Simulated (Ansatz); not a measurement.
Cost and result for the atomization energy of C$_{3}$H$_{3}$FSZn (`F[C]1([ZnH])C=CS1`) (9 atoms, 9 bonds).

Cartesian coordinates in Å:
```
F 1.929 -0.324 1.046
C 0.771 -0.246 0.337
Zn 0.672 -1.036 -1.474
C -0.018 1.007 0.392
C -1.211 0.493 0.735
S -0.715 -1.161 1.058
H 0.518 -1.609 -2.889
H 0.277 2.005 0.091
H -2.224 0.871 0.703
```

Total charge 0; spin multiplicity 1. For Zn the d shell is correlated and the shells below it are frozen. Scalar relativity is left out up to krypton. All single points use the PBE0-D4/def2-TZVP geometry. Program: Ansatz. All runs use 4 threads of an AMD EPYC 9R45 on a shared host. Times are those of one run each, without the atoms' runs, and a repeat can differ threefold. Electronic energies, without spin–orbit coupling; frozen cores. CCSD(T)/CBS adds CCSD(T) − MP2 in def2-TZVPP to the MP2 limit, and its time is that of the two runs behind it. T1 = 0.016. With those shells the extrapolation isn't a true limit. HSE06 is the plane-wave form, built on full-range PBE exchange.

CCSD(T)/CBS is a level of theory with its own doubt, some kJ/mol a heavy atom from the limit and from the frozen cores, so smaller differences don't rank the functionals.

| level | functions | wall time | atomization (kJ/mol) | difference from CCSD(T)/CBS | per bond |
| --- | --- | --- | --- | --- | --- |
| LDA (SPW92)/def2-TZVPP | 272 | 0.9 s | 3869.7 | 660.1 | 73.3 |
| revPBE-D4/def2-TZVPP | 272 | 1.4 s | 3270.9 | 61.3 | 6.8 |
| BLYP-D4/def2-TZVPP | 272 | 1.4 s | 3213.7 | 4.1 | 0.5 |
| PBE0-D4/def2-TZVPP | 272 | 2.2 s | 3276.8 | 67.2 | 7.5 |
| BHLYP-D4/def2-TZVPP | 272 | 2.4 s | 3048.1 | -161.5 | -17.9 |
| HSE06-D4/def2-TZVPP | 272 | 2.5 s | 3280.4 | 70.8 | 7.9 |
| PBE-QIDH/def2-TZVPP | 272 | 3.8 s | 3235.0 | 25.4 | 2.8 |
| CCSD(T)/def2-SVP | 120 | 4.1 s | 3022.0 | -187.6 | -20.9 |
| ωB97X-V/def2-TZVPP | 272 | 4.8 s | 3239.6 | 30.0 | 3.3 |
| ωB97M-V/def2-TZVPP (with forces) | 272 | 7 s | 3238.2 | 28.6 | 3.2 |
| MP2/def2-QZVPP | 488 | 15 s | 3299.1 | 89.5 | 9.9 |
| CCSD(T)/def2-TZVPP | 272 | 2.1 min | 3111.8 | -97.8 | -10.9 |
| CCSD(T)/CBS(def2) | – | 2.4 min | 3209.6 | 0.0 | 0.0 |

At CCSD(T), def2-SVP lies −187.7 kJ/mol from the extrapolated value and def2-TZVPP −97.9 kJ/mol: correlation converges slowly with the basis, and small sets miss more of it in the bonded molecule than in its fragments. From PBE to PBE0 (25 % exact exchange), in def2-TZVPP and without D4, the atomization energy moves by −98.2 kJ/mol: exact exchange takes away binding that semilocal exchange gives to molecules. In def2-TZVPP, CCSD(T) changes the Hartree–Fock value by +952.0 kJ/mol (the triples alone add +86.1 kJ/mol) and MP2 by +1081.0 kJ/mol; breaking electron pairs costs correlation energy, which Hartree–Fock lacks.
